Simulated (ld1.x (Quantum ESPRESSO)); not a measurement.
Plane-wave convergence, ultrasoft potential for neon

```
Element                 : Ne
Generator               : ld1.x (Quantum ESPRESSO) 7.5
Type                    : ultrasoft
Functional              : LDA (PZ)
Relativity              : scalar-relativistic
Frozen core             : [He]
Valence charge          : 8
Reference configuration : 2s2 2p5 (charge +1)
Partial waves           : 2s (bound): rcut 0.50, rcutus 0.55 bohr; 2s channel at -2.8 Ry: rcut 0.50, rcutus 0.55 bohr; 2p (bound): rcut 1.40, rcutus 1.55 bohr; 2p channel at -2 Ry: rcut 1.40, rcutus 1.55 bohr
Local potential         : all-electron potential smoothed inside 1.45 bohr (lloc = -2)
Core correction         : none
Augmentation charge     : PSQ, radius 0.50 bohr
```

The pseudo-atom Hamiltonian at the reference potential is diagonalised in spherical Bessel functions j_l(qr) that vanish at 20 bohr, with q² up to the cutoff. All-electron valence levels (Ry): 2s -4.0637, 2p -2.3837.

Q: How do the lowest levels (Ry) of each channel move with the cutoff, and are there ghosts?

A:

```json
{"cutoff (Ry)": "8", "s #1": "-3.5760", "s #2": "-0.4449", "p #1": "-1.5220", "p #2": "-0.2249", "d #1": "-0.1189", "f #1": "-0.0409", "Σ f·Δε (mRy)": "5284.1"}
{"cutoff (Ry)": "21", "s #1": "-3.8681", "s #2": "-0.4779", "p #1": "-2.3475", "p #2": "-0.2775", "d #1": "-0.1190", "f #1": "-0.0409", "Σ f·Δε (mRy)": "572.2"}
{"cutoff (Ry)": "45", "s #1": "-3.9183", "s #2": "-0.4810", "p #1": "-2.3834", "p #2": "-0.2838", "d #1": "-0.1190", "f #1": "-0.0409", "Σ f·Δε (mRy)": "292.5"}
{"cutoff (Ry)": "90", "s #1": "-4.0410", "s #2": "-0.4901", "p #1": "-2.3837", "p #2": "-0.2838", "d #1": "-0.1190", "f #1": "-0.0409", "Σ f·Δε (mRy)": "45.5"}
{"cutoff (Ry)": "160", "s #1": "-4.0631", "s #2": "-0.4919", "p #1": "-2.3837", "p #2": "-0.2838", "d #1": "-0.1190", "f #1": "-0.0409", "Σ f·Δε (mRy)": "1.3"}
{"cutoff (Ry)": "300", "s #1": "-4.0637", "s #2": "-0.4919", "p #1": "-2.3837", "p #2": "-0.2838", "d #1": "-0.1190", "f #1": "-0.0409", "Σ f·Δε (mRy)": "0.0"}
{"cutoff (Ry)": "400", "s #1": "-4.0637", "s #2": "-0.4919", "p #1": "-2.3837", "p #2": "-0.2838", "d #1": "-0.1190", "f #1": "-0.0409", "Σ f·Δε (mRy)": "0.0"}
```

Result: no extra level below or beside the all-electron valence levels (s, p, d, f tested); 10 mRy is reached at 120 Ry and 1 mRy at 230 Ry.
